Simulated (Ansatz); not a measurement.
`[SiH3]N[SiH2]Br` + `[NH2][AlH2]` → `[AlH2][NH][SiH2]Br` + `N[SiH3]` at 500 K and 1 bar (ligand exchange at the Si–N bond).

Computed with Ansatz on PBE0-D4/def2-TZVP structures; ΔE is electronic, products minus reactants. CBS: MP2 limit from def2 TZ/QZ plus the TZ coupled-cluster correction, frozen cores. This one scheme is used for every species. For Br outer-core shells are correlated without core-valence functions, which leaves a few kJ/mol of doubt a bond. Scalar relativity is left out up to krypton. One conformer a species, not always the lowest.

```
             species  CCSD(T)/CBS energy (Eh)  H − E (kJ/mol)  S (J/(mol·K))
   `[SiH3]N[SiH2]Br`              -3209.88376           205.1          431.6
       `[NH2][AlH2]`               -299.14566           129.9          289.4
`[AlH2][NH][SiH2]Br`              -3162.22405           173.5          422.5
           `N[SiH3]`               -346.80422           161.3          303.9
```

H − E and S are ideal-gas, rigid-rotor, harmonic terms from PBE0-D4/def2-TZVP, for one conformer and one mirror image of each species. 1 Eh = 2625.50 kJ/mol, R = 8.31446 J/(mol·K).

**Question.** By hand: ΔE, ΔH, ΔS and ΔG.

**Answer.** ΔE = (-3162.22405) + (-346.80422) − (-3209.88376) − (-299.14566) = 0.00115 Eh = 3.0 kJ/mol. Δ(H − E) = 173.5 + 161.3 − 205.1 − 129.9 = -0.2, so ΔH = 2.8 kJ/mol. ΔS = 422.5 + 303.9 − 431.6 − 289.4 = 5.4 J/(mol·K). ΔG = 2.8 − 500 × (5.4)/1000 = 0.1 kJ/mol.

**Question.** By hand: the equilibrium constant, and the temperature at which ΔG would vanish if ΔH and ΔS stayed fixed.

**Answer.** log₁₀ K = −ΔG/(RT ln 10) = 0.0. ΔG = 0 at ΔH/ΔS = 519 K, though so small a ΔH makes that figure unsure.

TΔS isn't small against ΔH here. The sign of ΔG lies within the doubt. A doubt of 5 kJ/mol in ΔE shifts log₁₀ K by 0.5 here. Other conformers and mirror images would add mixing entropy, several J/(mol·K) or more a flexible species. Modes under 60 cm⁻¹, often nearly free rotors, make the harmonic entropy too high. These are equilibria of isolated gas molecules and say nothing of rates. Largest T1 diagnostic: 0.011 (customary marks: 0.02 for closed shells, 0.045 for open ones).
